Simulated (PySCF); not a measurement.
Assigning NMR signals

Structure with atom numbers: `[CH3:1][O:2][c:3]1[cH:4][cH:5][o:6][cH:7]1`. Each H is labelled by its parent atom.

- shielding tensors at PBE0/pcSseg-1 (GIAO)
- coordinates at the GFN2-xTB level
- code: PySCF
- one conformer, averaged over atoms made equivalent by symmetry, fast rotation or ring inversion, gas phase, non-relativistic Hamiltonian

References, each an isolated molecule treated in the same way: 13C, 1H against TMS.

Problem. Assign these signals to the numbered atoms. 13C{1H} NMR (computed): δ 159.6 (C), 146.6 (CH), 125.2 (CH), 110.8 (CH), 58.4 (CH3).

Solution. 
159.6 → C3, aromatic carbon bearing oxygen: σ withdrawal by the attached heteroatom moves it downfield of the ring CH carbons
146.6 → C5, aromatic CH next to the ring oxygen
125.2 → C7, aromatic CH next to the ring oxygen
110.8 → C4, aromatic CH: resonance donation from the substituent shields this position
58.4 → C1, methyl carbon bonded to O: deshielded by the electronegative neighbour

Problem. Assign these signals to the numbered atoms. 1H NMR (600 MHz, computed): δ 7.33 (m, 1H), 7.00 (m, 1H), 6.45 (m, 1H), 3.83 (s, 3H).

Solution. 
| δ (ppm) | atoms | environment | reason |
| --- | --- | --- | --- |
| 7.33 | H(C5) | hydrogen on an aromatic CH next to the ring oxygen | it sits in the deshielding region of the aromatic ring current |
| 7.00 | H(C7) | hydrogen on an aromatic CH next to the ring oxygen | – |
| 6.45 | H(C4) | hydrogen on an aromatic CH | π donation from the O or N substituent shields it against benzene |
| 3.83 | H(C1) | hydrogen on a methyl carbon bonded to O | its carbon carries O, which withdraws density |

Shifts are as computed. Against solution values, carbons near 30 ppm lie about +3 ppm off and those near 130 ppm about +5 ppm. Of 1211 compounds with measured shifts, 218 miss one by over three times the rms of a fit or turn the order of signals round; such compounds aren't used in these exercises. No couplings were computed; multiplicities are counted from neighbouring protons, with m where these are inequivalent, close in shift, in a saturated or five-membered ring or joined by F or P, and br s for small geminal =CH2 splittings.
